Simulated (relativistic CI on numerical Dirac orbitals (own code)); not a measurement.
# d1 to d9 in one octahedral field

Computed with a parametric ligand-field model without spin-orbit coupling, by exact diagonalisation: B = 470, C = 2190, 10Dq = 23500 cm⁻¹ (Oh; |10Dq|/B = 50.0) for every shell. Energies in cm⁻¹; the field energy is (0.6 n_e − 0.4 n_t2) × 10Dq of the ground term; g labels are left out. So small a B with so large a field is typical of 4d and 5d ions, where spin-orbit coupling, left out here, reaches 1,000 to 4,000 cm⁻¹.

```tsv
Shell	Ground term	Electrons in e	Field energy	First spin-allowed bands	Lowest term of other spin
d1	2T2	0.000	-9400	2E 23500	
d2	3T1	0.010	-18564	3T2 22374, 3T1 28298	1T2 7369
d3	4A2	0.000	-28200	4T2 23500, 4T1 28736	2E 10280
d4	3T1	0.017	-37193	3E 21422, 3T1 21982	1T2 6365
d5	2T2	0.032	-46240	2A2 20770, 2T1 20930	4T1 13229
d6	?	?	?	?	?
d7	2E	1.017	-41894	2T1 21794, 2T2 22348	4T1 13103
d8	3A2	2.000	-28200	3T2 23500, 3T1 28736	1E 8084
d9	2E	3.000	-14100	2T2 23500
```

(1) Fill in the row of d6.

Answers

(1) Ground term: 1A1; Electrons in e: 0.026; Field energy: -55794; First spin-allowed bands: 1T1 21915, 1T2 28565; Lowest term of other spin: 3T1 17307. Low spin: d4, d5, d6, d7; the other shells keep the spin of the free ion. Only d4 to d7 can choose; the field needed to pair spins is smallest for d6 and largest for d5, which loses most exchange energy. In the strong-field picture 10Dq must exceed about 6B + 5C = 13770 (d4), 7.5B + 5C = 14475 (d5), 2.5B + 4C = 9935 (d6) and 4B + 4C = 10640 (d7); mixing of terms shifts these bounds somewhat.
